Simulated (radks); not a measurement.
All-electron atom: Li I in [He] 2s1 (the NIST ground configuration). Method: non-relativistic Kohn-Sham, exchange-only LDA, spin-polarised, spherical densities, point nucleus; open shells are filled with parallel spins first; computed with a radial shooting solver on a logarithmic mesh with Libxc functionals.

Normalised radial functions P(r) = r R(r), r in bohr:

| r | 1s up | 2s up | 2p up |
|---|---|---|---|
| 0.01674 | 0.1453 | 0.0259 | 0.0001 |
| 0.02418 | 0.2053 | 0.0366 | 0.0003 |
| 0.03494 | 0.2872 | 0.0512 | 0.0005 |
| 0.05049 | 0.3962 | 0.0706 | 0.0011 |
| 0.07353 | 0.5389 | 0.0958 | 0.0022 |
| 0.1062 | 0.7071 | 0.1252 | 0.0044 |
| 0.1535 | 0.8900 | 0.1563 | 0.0086 |
| 0.2218 | 1.0570 | 0.1819 | 0.0163 |
| 0.3204 | 1.1582 | 0.1898 | 0.0302 |
| 0.463 | 1.1365 | 0.1628 | 0.0538 |
| 0.669 | 0.9598 | 0.0840 | 0.0915 |
| 0.9743 | 0.6529 | -0.0571 | 0.1489 |
| 1.408 | 0.3365 | -0.2382 | 0.2258 |
| 2.034 | 0.1180 | -0.4159 | 0.3197 |
| 2.939 | 0.0241 | -0.5139 | 0.4057 |
| 4.246 | 0.0022 | -0.4596 | 0.4290 |
| 6.135 | 0.0001 | -0.2776 | 0.3469 |
| 8.864 | 0.0000 | -0.1007 | 0.1953 |
| 12.91 | 0.0000 | -0.0181 | 0.0683 |
| 18.65 | 0.0000 | -0.0014 | 0.0142 |
| 26.95 | 0.0000 | 0.0000 | 0.0015 |
| 38.94 | 0.0000 | 0.0000 | 0.0001 |

1s up: eigenvalue -49.347 eV, 0 radial nodes, <r> = 0.592 bohr, 90 % of the charge inside 1.08 bohr. 2s up: eigenvalue -2.733 eV, 1 radial node at r = 0.852 bohr, <r> = 3.93 bohr, 90 % of the charge inside 6.21 bohr. 2p up (empty): eigenvalue -0.977 eV, 0 radial nodes, <r> = 5.04 bohr, 90 % of the charge inside 8.28 bohr.
